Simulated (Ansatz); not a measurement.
Ansatz (a program for electronic structure) input:
A basis named .json is the Basis Set Exchange file of that set.

Ansatz 0.2 input:
```yaml
crystal:
  periodic: [false, false, false]
  atoms:
    - {symbol: O, position_ang: [-0.00000000, -0.00000000, -1.13481261]}
    - {symbol: C, position_ang: [0.00000000, 0.00000000, 0.04054995]}
    - {symbol: N, position_ang: [0.00000000, 0.00000000, 1.26217160]}
basis:
  gaussian:
    orbitals: cc-pwCVTZ.json
magnetization: {spin_polarized: true, initial_magnetization: 1}
correlation: {method: ccsd_t, electrons: outside_noble_gas}
```

**Question.** Which total energy does the run end on?

**Answer.** -167.76221 Eh (CCSD(T)/cc-pwCVTZ). The basis has 129 functions.

It need not be the lowest isomer of its formula.
